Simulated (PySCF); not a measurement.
Consider `[SiH3]O[SiH2][SiH3]` (H8OSi3). Numbering: `[SiH3:1][O:2][SiH2:3][SiH3:4]`

These are calculated values, M06-2X/ma-def2-TZVP in PySCF (grid level 3) at geometries from PBE0-D3(BJ)/def2-SVP. Thermal corrections: GFN2-xTB frequencies, unscaled, ideal gas at 298.15 K and 1 bar, quasi-RRHO entropy. These were taken at the GFN2-xTB minima.

(1) Rank these of its positions by gas-phase deprotonation enthalpy, most acidic first.
A. Si1 (silicon)
B. Si3 (silicon)
C. Si4 (silicon)

(2) For Si1 (silicon), what are ΔE (electronic) and ΔG(298 K) of the loss of the proton?

(3) Of those listed, which site of deprotonation is favoured in diethyl ether (IEF-PCM), and by how much?

Results:

(1) C (1482 kJ/mol), B (1508 kJ/mol), A (1537 kJ/mol).

(2) ΔE = 1562 and ΔG = 1511 kJ/mol, beside ΔH = 1537 kJ/mol. The product is `[SiH2-]O[SiH2][SiH3]`.

(3) Si4 (silicon), by 29 kJ/mol over Si3 (silicon); the gas phase favours the same one.

Note: structures of the anions come from def2-SVP, which lacks diffuse functions.
